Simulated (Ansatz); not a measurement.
Geometry optimisation, Ansatz, RKS PBE0-D4/def2-mTZVP.

Input:

```yaml
crystal:
  periodic: [false, false, false]
  atoms:
    - { symbol: Ge, position_ang: [0.211456, 0.0, -0.083979] }
    - { symbol: H, position_ang: [0.181291, 0.0, 1.465675] }
    - { symbol: H, position_ang: [1.693001, 0.0, -0.50559] }
    - { symbol: H, position_ang: [-0.482083, 1.26428, -0.596287] }
    - { symbol: H, position_ang: [-0.482083, -1.26428, -0.596287] }
    - { symbol: F, position_ang: [-2.361864, 0.0, 1.23156] }
    - { symbol: H, position_ang: [-1.646018, 0.0, 1.818009] }
basis:
  gaussian: { orbitals: def2-mTZVP }
hamiltonian:
  xc: pbe0
  dispersion: d4
relax:
  f_tol: 0.03
  max_steps: 50
```

Command:

```bash
$ ansatz run input.yaml --threads 1 --pin off --max-ram 2048MiB --backend cpu --events-out ev --progress --plain --runs-dir out
```

Question: Where does it end, and by what steps?

Answer: The forces met the threshold. After 16 steps the energy has fallen by 0.082 eV; F6 moved furthest, 0.76 Å.

```tsv
step	energy less start (eV)	largest force component (eV/Å)	accepted
0	0.0000	0.452	yes
1	-0.0486	0.513	yes
2	-0.0609	0.741	yes
3	-0.0699	0.128	yes
4	-0.0708	0.042	yes
5	-0.0723	0.070	yes
6	-0.0668	0.996	no
7	-0.0740	0.047	yes
8	-0.0751	0.115	yes
9	-0.0631	1.304	no
10	-0.0763	0.386	yes
11	-0.0783	0.192	yes
12	-0.0805	0.038	yes
13	-0.0806	0.087	yes
14	-0.0807	0.242	yes
15	-0.0814	0.099	yes
16	-0.0817	0.011	yes
```

```xyz
7
Properties=species:S:1:pos:R:3
Ge 0.317 0.000 -0.229
H -0.040 0.000 1.277
H 1.845 0.000 -0.340
H -0.276 1.260 -0.866
H -0.277 -1.260 -0.866
F -2.690 0.000 1.922
H -1.765 0.000 1.836
```

Whether the end is a true minimum wasn't checked by a vibrational analysis.

Run time: 35 s on 1 thread of Intel(R) Xeon(R) Processor @ 2.70GHz, with other jobs on the host, peak memory 0.14 GiB.
